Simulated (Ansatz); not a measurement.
Reaction (SMILES): F[Si](F)(Br)Br → F atom + F[Si](Br)Br (the F-Si bond breaks)

Property: bond dissociation energy (enthalpy at 298 K), in kcal/mol. Set-up: open shells spin-unrestricted; six Cartesian d functions in 6-31G* and its kin unless marked 5d; non-relativistic; LANL2DZ with its own core potentials from Na on; no spin-orbit coupling. First-principles rows: single points at B3LYP-D3(BJ) geometries (Ansatz, a quantum-chemistry and plane-wave program), with unscaled harmonic terms from B3LYP/6-31G* (LANL2DZ past Ar) (Ansatz) at its own minima.

```
level                           program  bond dissociation energy (enthalpy at 298 K) (kcal/mol)
------------------------------  -------  -------------------------------------------------------
HF/STO-3G                        Ansatz                                                     72.6
HF/3-21G                         Ansatz                                                     96.0
HF/LANL2DZ                       Ansatz                                                     73.0
HF/6-31G*                        Ansatz                                                    115.0
HF/6-31G* with LANL2DZ past Ar   Ansatz                                                    113.9
```

No value to compare with is used here. The 5 habitual levels span 72.6 (HF/STO-3G) to 115.0 kcal/mol (HF/6-31G*).

The sets are all those run for this method; left out are runs that failed, that the program found above a lower state of the same kind, or whose <S^2> lies over 0.5 above the pure value.
